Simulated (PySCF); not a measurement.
BrClH2MoN2, SMILES [NH]=[Mo](=[NH])([Cl])[Br], multiplicity 1.

Geometry optimised at PBE-D3(BJ)/def2-SVP. The spin state was assumed, not searched. The structure was generated by enumeration; whether it is a known compound was not checked. The def2 effective core potentials stand for the cores of Mo; spin–orbit coupling is left out.

All values below come from TDDFT-PBE/def2-SVPD (PySCF).

Vertical excitations. Gas-phase values at a fixed geometry. State labels are in the subgroup Cs.

```
state  symmetry  energy (eV)  λ (nm)      f                                                main pairs
-----  --------  -----------  ------  -----  --------------------------------------------------------
S1           A"         3.35     370  0.002                                            HOMO→LUMO 96 %
S2           A"         3.64     341  0.002                                          HOMO−2→LUMO 96 %
S3           A'         3.75     330  0.021                                          HOMO−1→LUMO 85 %
S4           A'         4.10     302  0.014                                          HOMO→LUMO+1 81 %
S5           A"         4.23     293  0.000                      HOMO→LUMO+2 79 %, HOMO−1→LUMO+1 16 %
S6           A'         4.29     289  0.003                      HOMO−3→LUMO 59 %, HOMO−2→LUMO+1 35 %
S7           A"         4.35     285  0.000  HOMO−1→LUMO+1 61 %, HOMO→LUMO+3 19 %, HOMO−2→LUMO+2 10 %
S8           A'         4.41     281  0.004  HOMO−2→LUMO+1 42 %, HOMO−1→LUMO+2 38 %, HOMO−3→LUMO 16 %
S9           A"         4.50     276  0.001    HOMO→LUMO+3 37 %, HOMO−5→LUMO 36 %, HOMO−2→LUMO+2 19 %
S10          A"         4.53     274  0.000                      HOMO−2→LUMO+2 61 %, HOMO−5→LUMO 27 %
T1           A"         3.07     404      0                                            HOMO→LUMO 95 %
T2           A'         3.34     372      0                                          HOMO−1→LUMO 98 %
T3           A"         3.39     366      0                                          HOMO−2→LUMO 95 %
T4           A'         3.73     332      0                                          HOMO→LUMO+1 82 %
```
Triplets are in the Tamm–Dancoff approximation, which puts them higher than full response would, so one can lie above its singlet here.
